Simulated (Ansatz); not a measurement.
C3H6AlF (`C/[C]([AlH2])=C\F`). The species carries charge 0 and has multiplicity 1. The geometry is a stationary point of PBE0-D4/def2-TZVP.

```xyz
11

C    -1.020    1.026   -0.323
C    -0.076   -0.093    0.014
Al    1.849    0.059    0.155
C    -0.511   -1.327    0.251
F    -1.807   -1.678    0.212
H    -0.933    1.841    0.401
H    -2.062    0.701   -0.343
H    -0.781    1.457   -1.299
H     2.570    1.451   -0.092
H     2.664   -1.253    0.524
H     0.109   -2.183    0.500
```

Task: What is the dipole moment at PBE/def2-TZVPP? (Best estimate.)

Result: Computed: 0.45 D, with components (0.13, 0.43, -0.08) D in this frame, pointing from negative to positive charge.

Task: And with r2SCAN, B3LYP, ωB97M-V? (An estimate is asked.)

Result: Computed: r2SCAN 0.50 D, B3LYP 0.60 D, ωB97M-V 0.62 D.

Task: Give the Mulliken charges with PBE, ωB97M-V, B3LYP in def2-TZVPP. (Best estimate.)

Result: Computed: 
| atom | PBE | ωB97M-V | B3LYP |
| --- | --- | --- | --- |
| C1 | -0.24 | -0.30 | -0.24 |
| C2 | -0.16 | -0.23 | -0.19 |
| Al3 | 0.33 | 0.39 | 0.41 |
| C4 | 0.08 | 0.11 | 0.10 |
| F5 | -0.15 | -0.19 | -0.20 |
| H6 | 0.09 | 0.11 | 0.09 |
| H7 | 0.09 | 0.12 | 0.10 |
| H8 | 0.09 | 0.11 | 0.09 |
| H9 | -0.11 | -0.10 | -0.14 |
| H10 | -0.12 | -0.11 | -0.14 |
| H11 | 0.10 | 0.11 | 0.11 |

B3LYP here is the variant with VWN-RPA as its local correlation; programs differ in this.
